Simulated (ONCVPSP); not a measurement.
**An all-electron radial function and its pseudo partner (zinc (Zn))**

Columns: radius, all-electron u(r) and pseudo u(r) of the 3d shell (level -10.17 eV) of zinc in the configuration [Ne] 3s2 3p6 3d10 4s2; PBEsol, scalar-relativistic, ONCV scheme, ONCVPSP 4.0.1.

| r (bohr) | all-electron | pseudo |
| --- | --- | --- |
| 0.068 | 0.0512 | 0.0067 |
| 0.135 | 0.2259 | 0.0491 |
| 0.202 | 0.4520 | 0.1501 |
| 0.270 | 0.6654 | 0.3151 |
| 0.338 | 0.8316 | 0.5244 |
| 0.405 | 0.9431 | 0.7415 |
| 0.473 | 1.0079 | 0.9367 |
| 0.540 | 1.0333 | 1.0756 |
| 0.608 | 1.0307 | 1.1496 |
| 0.675 | 1.0085 | 1.1581 |
| 0.742 | 0.9739 | 1.1173 |
| 0.810 | 0.9309 | 1.0452 |
| 0.878 | 0.8838 | 0.9617 |
| 0.945 | 0.8357 | 0.8816 |
| 1.013 | 0.7869 | 0.8095 |
| 1.080 | 0.7397 | 0.7489 |
| 1.148 | 0.6936 | 0.6963 |
| 1.215 | 0.6501 | 0.6506 |
| 1.283 | 0.6083 | 0.6082 |
| 1.350 | 0.5695 | 0.5694 |
| 1.418 | 0.5324 | 0.5324 |
| 1.485 | 0.4982 | 0.4982 |
| 1.553 | 0.4658 | 0.4657 |
| 1.620 | 0.4360 | 0.4359 |
| 1.688 | 0.4077 | 0.4076 |
| 1.755 | 0.3817 | 0.3817 |

(1) How many radial nodes do the two functions have?

(2) At about which radius was the pseudo-wave matched?

(3) Where does each function peak?

(4) Is the pseudo-wave norm-conserving?

Answers

(1) The all-electron 3d function has n − l − 1 = 0; the pseudo-wave has 0.

(2) 1.35 bohr. The columns agree to 0.0005 from 1.22 bohr on; several derivatives are matched, so the curves merge somewhat inside the radius.

(3) Outermost all-electron maximum near 0.54 bohr, pseudo maximum near 0.68 bohr (to the table’s step).

(4) Yes: the ONCV scheme keeps the norm inside the radius equal to the all-electron one, which fixes the energy derivative of the logarithmic derivative at the level.
